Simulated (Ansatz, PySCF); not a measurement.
B(F)(NHMe)(OH) (CH₅BFNO), SMILES CNB(O)F. Atoms are numbered in the order given.

```xyz
10

B      0.1898     0.2148     0.5155
F      0.8834    -0.0796     1.6264
N      0.0589    -0.7962    -0.4628
C     -0.6287    -0.7297    -1.7273
H      0.4994    -1.6873    -0.2597
H     -1.4614    -1.4532    -1.7985
H      0.0434    -0.9068    -2.5866
H     -1.0666     0.2708    -1.8711
O     -0.3264     1.4742     0.4379
H     -0.8176     1.6429    -0.3725
```

The structure is a stationary point at r2SCAN-D4/def2-SVP. The structure was generated by enumeration, and PubChem lists no compound with its InChIKey, so it may never have been made. The values are those of a single conformer.

Two levels are set side by side: PBE-D3(BJ)/def2-SVP (Ansatz, an electronic-structure program) and r2SCAN-D4/def2-SVP (Ansatz). Each level has its own optimised geometry; the coordinates shown are those of the second. Frequencies come from the Hessian of PySCF at each geometry. Differences are taken from unrounded values.

| quantity | r2SCAN-D4 | PBE-D3(BJ) | PBE-D3(BJ) minus r2SCAN-D4 |
|---|---|---|---|
| mean bond length (Å) | 1.205 | 1.213 | 0.008 |
| bond B1–F2 (Å) | 1.342 | 1.351 | 0.008 |
| bond B1–N3 (Å) | 1.413 | 1.420 | 0.007 |
| bond B1–O9 (Å) | 1.363 | 1.372 | 0.009 |
| bond N3–C4 (Å) | 1.441 | 1.444 | 0.003 |
| bond N3–H5 (Å) | 1.015 | 1.021 | 0.007 |
| bond C4–H6 (Å) | 1.105 | 1.114 | 0.008 |
| bond C4–H7 (Å) | 1.105 | 1.114 | 0.008 |
| bond C4–H8 (Å) | 1.102 | 1.110 | 0.008 |
| bond O9–H10 (Å) | 0.963 | 0.972 | 0.009 |
| highest harmonic wavenumber (cm⁻¹) | 3896 | 3772 | -124 |
| mean harmonic wavenumber (cm⁻¹) | 1401 | 1364 | -36 |
| zero-point energy (kcal/mol) | 48.06 | 46.81 | -1.25 |
